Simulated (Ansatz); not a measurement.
Ga6P6H18, a cluster cut from wurtzite GaP (hydrogen-capped), relaxed as a singlet with RKS PBE-D4/def2-SVP in Ansatz, starting from the GFN2-xTB geometry. Force threshold 0.03 eV/Å.

Start:

```csv
atom,x (Å),y (Å),z (Å)
P1,1.4139,2.4990,0.4125
Ga2,0.8387,1.7802,-1.8847
Ga3,2.9474,-1.0910,-0.1223
P4,1.4473,-0.5101,-1.9494
P5,-1.6235,1.7533,-1.6498
Ga6,-0.4694,-1.9237,-2.4486
Ga7,0.7670,1.1150,2.3624
P8,1.3944,-1.0882,1.7490
P9,-1.6866,1.1691,2.0575
Ga10,-2.7086,0.2572,-0.0068
Ga11,-0.5290,-2.5782,1.7224
P12,-1.6358,-1.8334,-0.3143
H13,2.7996,2.4346,0.4306
H14,1.3255,3.8665,0.6217
H15,1.2961,2.8376,-2.9467
H16,3.9251,0.1230,0.0790
H17,3.4940,-2.5245,-0.3385
H18,2.2404,-0.5487,-3.0886
H19,-2.2255,2.9970,-1.7634
H20,-2.0632,1.2630,-2.8707
H21,-1.3574,-1.1559,-3.4957
H22,0.0046,-3.3745,-2.7194
H23,1.2036,1.7943,3.7068
H24,2.1486,-1.4680,2.8516
H25,-2.2913,2.3196,2.5391
H26,-2.1573,0.3241,3.0515
H27,-4.2648,0.4535,-0.0021
H28,-0.0531,-4.0423,1.5422
H29,-1.4504,-2.1721,2.9310
H30,-2.7302,-2.6763,-0.4564
```

```csv
step,energy (eV),largest force component (eV/Å),SCF passes
1,-370170.0560,1.158,16
2,-370170.3076,0.483,19
3,-370170.3951,0.128,18
4 (rejected),-370170.3848,0.254,19
5,-370170.4086,0.056,20
6,-370170.4177,0.017,18
7,-370170.4198,0.019,18
8,-370170.4205,0.013,18
```

Force components are those of the run's own axes.

End:

```xyz
30

P     1.3789    2.4283    0.4023
Ga    0.8311    1.7281   -1.8508
Ga    2.9670   -1.1036   -0.1271
P     1.4336   -0.5421   -1.9186
P    -1.5782    1.7037   -1.6018
Ga   -0.4689   -1.9446   -2.4564
Ga    0.7662    1.0747    2.3151
P     1.3773   -1.1100    1.7028
P    -1.6343    1.1381    1.9984
Ga   -2.6549    0.2354   -0.0043
Ga   -0.5330   -2.6021    1.7271
P    -1.5965   -1.8396   -0.3133
H     2.7928    2.6185    0.4539
H     0.9666    3.7843    0.6079
H     1.2947    2.7876   -2.9182
H     3.9173    0.1538    0.0846
H     3.4947   -2.5728   -0.3493
H     2.2399   -0.5477   -3.1030
H    -2.0682    3.0403   -1.4475
H    -2.1326    1.4133   -2.8848
H    -1.3639   -1.1383   -3.4945
H     0.0360   -3.4192   -2.6956
H     1.1924    1.7544    3.6691
H     2.1467   -1.4829    2.8526
H    -2.1275    2.4592    2.2473
H    -2.2253    0.4694    3.1125
H    -4.2169    0.4276    0.0016
H    -0.0274   -4.0809    1.5170
H    -1.4631   -2.1497    2.9351
H    -2.7450   -2.6832   -0.4621
```

By distances, no bond broke or formed. The bond that changes most is P9–Ga10, from 2.48 to 2.42 Å (atoms count from 1).

The force fell under the threshold at step 6, but the optimiser went on and released 0.003 eV more. No frequencies were taken in this run, so the end may be a saddle point.

It took 38 s on 2 threads of AMD EPYC 7R13 on a shared host and a share (18 GiB) of an NVIDIA H100 80GB HBM3, peak host memory 1.1 GiB.
